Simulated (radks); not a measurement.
Results of a calculation; reference values are marked as such.
Li2+, 1 electrons, occupied as 1s1.

Level of theory: scalar-relativistic Kohn-Sham, PBEsol, spin-polarised, spherical densities, finite nucleus; open shells are filled with parallel spins first; Fermi nuclear charge, rms radius 2.444 fm (a radial shooting solver on a logarithmic mesh with Libxc functionals).

Energy parts (eV):
| part | energy |
|---|---|
| total | -121.104 |
| kinetic | 120.908 |
| electron-nucleus | -243.354 |
| Hartree | 25.251 |
| exchange-correlation | -23.909 |

Orbitals (lengths in bohr, moments of r in powers of bohr; <r^-3> diverges for s and p1/2):
\begin{tabular}{lrrrrrr}
orbital & occ. & eigenvalue (eV) & <r^2> & <r^4> & <r> & <r^-3> \\ \hline
1s up & 1 & -102.8324 & 0.3441 & 0.3027 & 0.5064 & - \\
\end{tabular}

The highest occupied level is 1s up at -102.83 eV. For comparison, the ionisation energy in NIST's Atomic Spectra Database is 122.45 eV (theoretical). In exact Kohn-Sham theory the highest level is minus the ionisation energy, but local and semilocal functionals leave it too shallow, through self-interaction and a potential that decays too fast; potentials with the right tail come closer. Summed over all electrons, <r^2> = 0.3441 bohr^2, which gives a Langevin (diamagnetic) susceptibility term of -0.273 x 10^-6 cm^3/mol.
